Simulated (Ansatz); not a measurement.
Consider the ligand exchange at a Ge–N bond: `[OH][GeH2][NH][SiH3]` + CH₃NH₂ → `C[NH][GeH2][OH]` + `N[SiH3]`.

Program: Ansatz. Geometries: PBE0-D4/def2-TZVP. ΔE: electronic, gas phase. CCSD(T)/CBS is the MP2 limit (def2-TZVPP, def2-QZVPP) plus CCSD(T) − MP2 in def2-TZVPP, frozen cores. This one scheme is used for every species. Functionals use def2-TZVPP. For Ge outer-core shells are correlated without core-valence functions, which leaves a few kJ/mol of doubt a bond. Scalar relativity is left out up to krypton. One conformer a species, not always the lowest.

(1) Is it downhill or uphill in electronic energy at CCSD(T)/CBS, and by how much? (Estimate.)

(2) What do these levels give: r2SCAN-D4, PBE0-D4, ωB97M-V, B2PLYP, HF/def2-TZVPP, SCS-MP2/def2-TZVPP, CCSD/def2-TZVPP, CCSD(T)/def2-TZVPP, HF/def2-QZVPP, MP2/def2-QZVPP, HF/CBS(def2), MP2/CBS(def2)? (Best estimate.)

Largest T1 diagnostic among the species: 0.012.

Answers

(1) Computed: Uphill: ΔE = +12.4 kJ/mol.

(2) Ansatz gave: r2SCAN-D4 10.8, PBE0-D4 11.9, ωB97M-V 11.5, B2PLYP 11.0, HF/def2-TZVPP 14.6, SCS-MP2/def2-TZVPP 13.0, CCSD/def2-TZVPP 13.7, CCSD(T)/def2-TZVPP 13.6, HF/def2-QZVPP 14.7, MP2/def2-QZVPP 11.8, HF/CBS(def2) 14.7, MP2/CBS(def2) 11.2 kJ/mol.
